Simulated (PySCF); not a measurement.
Compound: C4H9O2Si (doublet state).
Structure used (GFN2-xTB), in Å, numbered top down from 1:
```xyz
16
C4H9O2Si angstrom
C     -1.8514    0.9835    0.8671
C     -1.8967   -0.4590    0.5760
C     -0.8324   -0.8931   -0.4395
C      0.5331   -0.7004    0.1742
O      0.9537   -1.3389    1.1026
O      1.2383    0.2668   -0.3926
Si     2.7459    0.6940    0.1706
H     -2.5176    1.4020    1.5956
H     -1.1462    1.6258    0.3794
H     -1.7538   -1.0371    1.5007
H     -2.8918   -0.7419    0.2007
H     -0.9588   -1.9521   -0.6714
H     -0.9101   -0.3044   -1.3530
H      3.6461   -0.4435    0.0302
H      3.0074    1.7728   -0.7719
H      2.6267    1.1344    1.5548
```

The hyperfine couplings belong to this conformer and change with its torsions.

Identity: `[CH2]CCC(=O)O[SiH3]` [radical].

Level of theory: PySCF 2.14.0, UKS B3LYP, pcH-1 on C H O Si, non-relativistic, mean-field spin-orbit, GIAO. One conformer (not necessarily the lowest) at the GFN2-xTB geometry, without solvent, vibrations or thermal averaging. A GFN2-xTB geometry isn't a minimum of the functional, and hyperfine couplings can be far from their values at a DFT geometry. Stability of the SCF solution: not tested.

What is the g tensor, term by term?

```csv
Δg (ppm),1,2,3
relativistic mass correction,-133,-133,-133
gauge correction,4,34,21
orbital Zeeman/spin–orbit,16,545,767
total,-112,446,655
```

So g = 2.00221, 2.00277, 2.00297 and g_iso = 2.00265; the tensor is rhombic: the two nearest values differ by 27 % of g3 − g1. Axes: g2 points within 10° of the C1–C2 bond.

What effective moment and Curie constant follow for a powder?

With the mean of g² = 4.0106 and S(S+1) = 0.75: μ_eff = √(⟨g²⟩S(S+1)) = 1.734 μB and χT = 0.12505·⟨g²⟩·S(S+1) = 0.376 cm³ K/mol (cgs; spin-Hamiltonian part alone).

What are the electron Larmor frequencies g μB B/h along the three axes at 1200 mT?

33.6281, 33.6374, 33.6409 GHz for g1, g2 and g3, a range of 12.9 MHz.

In a frozen sample, at which fields do the three g values resonate at 9.5, 34, 94 and 263 GHz (hyperfine left aside), and which band first spreads them over more than twice a line width of 0.3 mT?

```tsv
band	GHz	B(g3) mT	B(g2) mT	B(g1) mT	spread mT
X	9.5	338.87	338.91	339.00	0.13
Q	34.0	1212.81	1212.93	1213.27	0.46
W	94.0	3353.06	3353.41	3354.34	1.28
J	263.0	9381.43	9382.40	9385.02	3.60
```

The spread grows in proportion to the frequency. W band is the first where it exceeds 0.6 mT.

The Mulliken spin populations are largest on C1 (+1.08) and C2 (-0.09). No atom but C1 exceeds +0.15. The positive populations add up to 1.18 and the negative ones to -0.18, together 2S = 1. The angles at C1 add up to 360.0°, so it is planar; its axial dipolar tensor and the negative couplings of its protons fit spin in a p orbital normal to that plane.

The HOMO–LUMO gaps are 5.57 eV among the α and 6.09 eV among the β orbitals.
